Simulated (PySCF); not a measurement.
# CoSe₃⁻, singlet: computed properties

Level of theory: PySCF, PBE0, basis Co def2-TZVPD, Se def2-TZVPD (no relativity, density fitting).

The structure is a minimum.

```
Point group                                                                   : C2v
Bond lengths                                                                  : Co–Se 2.084 Å, Co–Se 2.123 Å (×2)
Bond angles                                                                   : Se–Co–Se 114.0°, Se–Co–Se 123.0° (×2)
Rotational constants                                                          : 0.03327, 0.03013, 0.01581 cm⁻¹
Dipole moment about the centre of mass                                        : 1.04 D
Entropy at 298.15 K and 1 bar                                                 : 369.2 J/(mol K)
Highest occupied level                                                        : -1.64 eV
Heat capacity Cp at 298.15 K                                                  : 77.5 J/(mol K)
Zero-point energy                                                             : 7.7 kJ/mol
Lowest empty level                                                            : -0.07 eV
Principal quadrupole moments (Buckingham, traceless) about the centre of mass : -6.51, -3.42, 9.93 D Å
Rotational symmetry number                                                    : 2
Enthalpy at 298.15 K above 0 K                                                : 18.93 kJ/mol
Principal polarisabilities                                                    : 98.6, 192.4, 239.9 bohr³
```

Harmonic modes (masses in u: Co 58.933, Se 79.917):
```
symmetry  ω (cm⁻¹)  IR (km/mol)
      b1        57          0.2
      b2        75          1.3
      a1       103          4.7
      a1       258          0.2
      b2       349          219
      a1       450         33.8
```

In C2v the vibrations span b1 + 2b2 + 3a1. Here b1 is antisymmetric to the molecular plane and b2 lies in it.

Charges (e); Mulliken and Löwdin values are unreliable with diffuse functions:
| atom | Mulliken | Löwdin | polar tensor | Mayer order to Co1 |
| --- | --- | --- | --- | --- |
| Co1 | -0.09 | -1.05 | 1.20 | – |
| Se2 | -0.28 | 0.08 | -0.67 | 1.81 |
| Se3,4 | -0.32 | -0.02 | -0.77 | 1.58 |
Other Mayer orders above 0.3: Se–Se 0.36 (×2), Se–Se 0.43.

Mulliken populations on Co1: s 6.68, p 12.71, d 7.69, f 0.00.

Formally Co is in oxidation state +5, d4, with 0 unpaired electrons (the high-spin count would be 4). The polar-tensor charge on Co, 1.20, is far below the formal one.

Stability towards spin polarisation was not tested. This need not be the most stable arrangement of these atoms.

The final relaxation and frequency run took 100 s on 8 threads of a shared AMD EPYC 9R14 (Zen 4) host, with 219 basis functions and 13 gradients; the process peaked at 2.6 GiB.
